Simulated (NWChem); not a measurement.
Si2H4, singlet; SMILES [SiH3][SiH]

Results from NWChem. Pople sets run with spherical d functions. Low-valent species are run as closed-shell singlets; no triplet was tried in these runs. The level has its own optimisation; frequencies are unscaled. Brackets give each atom's bonded neighbours.

**Question.** Predict the results for Hartree-Fock/6-31G*. Quantities: r H–Si [H(Si)–Si(HSi)] (Å); r Si–Si (Å); highest harmonic frequency (cm⁻¹); lowest (cm⁻¹); zero-point energy (kcal/mol); dipole (D).

**Answer.** 
| Property | Value |
|---|---|
| r H–Si [H(Si)–Si(HSi)] (Å) | 1.509 |
| r Si–Si (Å) | 2.400 |
| highest harmonic frequency (cm⁻¹) | 2358 |
| lowest (cm⁻¹) | 122 |
| zero-point energy (kcal/mol) | 20.7 |
| dipole (D) | 0.38 |
